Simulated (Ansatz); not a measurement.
`FC(F)C1(F)OC1(F)F` + `N[SiH3]` → `FC(F)N[SiH3]` + `FC1OC1(F)F`  (substitution at a C–C bond)

Calculated with Ansatz (gas phase, PBE0-D4/def2-TZVP geometries, no zero-point term in ΔE). CCSD(T)/CBS is the MP2 limit (def2-TZVPP, def2-QZVPP) plus CCSD(T) − MP2 in def2-TZVPP, frozen cores. This one scheme is used for every species. Functionals use def2-TZVPP. B3LYP here is the variant with VWN-RPA as its local correlation; programs differ in this. Each species was taken in one conformer, which may not be the lowest.

```csv
level,ΔE (kJ/mol),difference from CCSD(T)/CBS
PBE-D4,-17.3,-3.1
r2SCAN-D4,-15.5,-1.3
PBE0-D4,-17.2,-3.0
B3LYP-D4,-19.0,-4.8
ωB97X-V,-16.7,-2.5
ωB97M-V,-15.6,-1.4
B2PLYP,-18.1,-3.9
PBE,-17.8,-3.6
r2SCAN,-15.8,-1.6
PBE0,-17.6,-3.4
B3LYP,-19.5,-5.3
HF/def2-TZVPP,-20.2,-6.0
MP2/def2-TZVPP,-15.6,-1.4
SCS-MP2/def2-TZVPP,-16.0,-1.8
CCSD/def2-TZVPP,-15.2,-1.0
CCSD(T)/def2-TZVPP,-14.6,-0.4
HF/def2-QZVPP,-20.1,-5.9
MP2/def2-QZVPP,-15.3,-1.1
SCS-MP2/def2-QZVPP,-15.6,-1.4
HF/CBS(def2),-20.1,-5.9
MP2/CBS(def2),-15.2,-1.0
CCSD/CBS(def2),-14.8,-0.6
CCSD(T)/CBS,-14.2,0
```

Largest T1 diagnostic among the species: 0.013.

In def2-TZVPP, CCSD(T) changes the Hartree–Fock value by +5.6 kJ/mol (the triples alone add +0.6 kJ/mol) and MP2 by +4.6 kJ/mol.
